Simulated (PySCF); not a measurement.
## Working out the ionisation energy of I⁺

I⁺ [Kr] 4d10 5s2 5p4 (3P) → I²⁺ [Kr] 4d10 5s2 5p3 (4S). Computed with PySCF 2.14 in dyall-av2z, with no relativity, point nucleus. Frozen: [Kr] 4d10; the 62 highest virtual orbitals dropped. Energies in hartree (1 hartree = 27.21139 eV):

| part | I⁺ (lower) | I²⁺ (upper) |
| --- | --- | --- |
| UHF | -6917.620457 | -6916.973859 |
| CCSD correlation | -0.084453 | -0.069365 |
| (T) | -0.001372 | -0.000876 |

Problem. What does Hartree-Fock give?

Solution. (-6916.973859) − (-6917.620457) = 0.646598 hartree = 17.595 eV.

Problem. What do CCSD and CCSD(T) give?

Solution. The CCSD correlation energies differ by 0.015088 hartree = 0.411 eV and the triples by 0.000496 hartree = 0.013 eV, so CCSD gives 18.006 eV and CCSD(T) 18.019 eV.

Measured between the centres of the two terms (NIST): 18.750 eV, so CCSD(T) (valence) is off by -0.731 eV.

The calculation is non-relativistic.

A double-zeta basis recovers only part of the correlation energy.

What remains against the reference includes basis incompleteness, the frozen core and higher excitations.
